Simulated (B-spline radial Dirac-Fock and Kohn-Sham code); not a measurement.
## Photoelectron lines of Ge⁵⁺ at 1190 eV

System: the Ge⁵⁺ ion, configuration [Ar] 3d9.

Method: a relativistic central-field model (Hartree-Slater potential of the initial state, Latter tail, multipole expansion of the photon field, Dirac-Fock thresholds). Computed with a radial finite-basis atomic code. The asymmetry parameter β is from the dipole term alone. Kinetic energies are from the vacuum level. Open shells are spread statistically over j, without multiplet splitting.

```
  subshell  electrons  binding (eV)  kinetic (eV)  σ (kb)     β
   M1 (3s)          2         273.2         916.8    26.2  2.00
M2 (3p1/2)          2         216.3         973.7    29.0  1.59
M3 (3p3/2)          4         211.9         978.1    56.3  1.61
M4 (3d3/2)        3.6         116.6        1073.4    16.3  1.13
M5 (3d5/2)        5.4         115.9        1074.1    23.9  1.11
```

Branching ratios of the spin-orbit partners (statistical value in brackets): 3p 1.94 (2.00), 3d 1.46 (1.50).

Run: 3.9 s of CPU time on 1 thread of AMD EPYC 7R43 64-Core Processor (shared host), peak memory 0.32 GiB.
